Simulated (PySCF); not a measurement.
# Computed vibrations of [DyH3(NH3)]−

[DyH3(NH3)]− (singlet in the valence; each metal's 4f electrons, 10 of them, lie in its core potential, out of spins and levels). PySCF 2.14.0, RKS PBE0, Dy lcecp-0-SVP with ECP56, H def2-SVP, N def2-SVP; non-relativistic Hamiltonian with scalar-relativistic core potentials where named; density fitting; no spin-orbit coupling. Central differences of gradients.

```xyz
8

Dy    0.1396   -0.1157    0.1716
H     1.3009    1.3467    1.5098
H    -1.1251   -1.7931    1.1062
H     0.7846   -0.3437   -2.1117
N    -1.3939    1.1539   -1.6164
H    -1.3774    2.1405   -1.8695
H    -0.6359    0.6697   -2.1600
H    -2.2860    0.7707   -1.9280
```

Run from Python with OMP_NUM_THREADS=2. Where DIIS fails, smearing, a level shift and second-order steps follow.
It took 94 s on 2 threads of Arm Neoverse V1, with other jobs on the host.

**Question.** What are the harmonic wavenumbers and infrared intensities?

**Answer.** Negative numbers are unstable modes, those under 60 cm⁻¹ near the noise; a finer grid moves soft modes by up to 10 cm⁻¹.
| cm⁻¹ | km/mol | symmetry |
| --- | --- | --- |
| 91 | 8.4 |  |
| 202 | 70.3 |  |
| 242 | 315.9 |  |
| 256 | 46.9 |  |
| 321 | 6.8 |  |
| 397 | 335.0 |  |
| 474 | 366.4 |  |
| 494 | 962.0 |  |
| 588 | 288.5 |  |
| 890 | 609.0 |  |
| 954 | 1029.0 |  |
| 1030 | 213.1 |  |
| 1181 | 154.1 |  |
| 1600 | 1.3 |  |
| 1660 | 3.8 |  |
| 3030 | 477.8 |  |
| 3550 | 6.8 |  |
| 3642 | 7.3 |  |

**Question.** Is this a minimum?

**Answer.** Yes. Ideal gas at 298.15 K and 1 bar: S = 345.3 J/(mol K), Cp = 98.8 J/(mol K), H − H(0 K) = 19.9 kJ/mol (rigid rotor, harmonic modes, spin degeneracy alone, that of the 4f electrons in the core included).

An lcecp potential fixes the number of 4f electrons, so in runs with it no electron can move into or out of that shell; real Dy(II) is rare or takes another configuration.
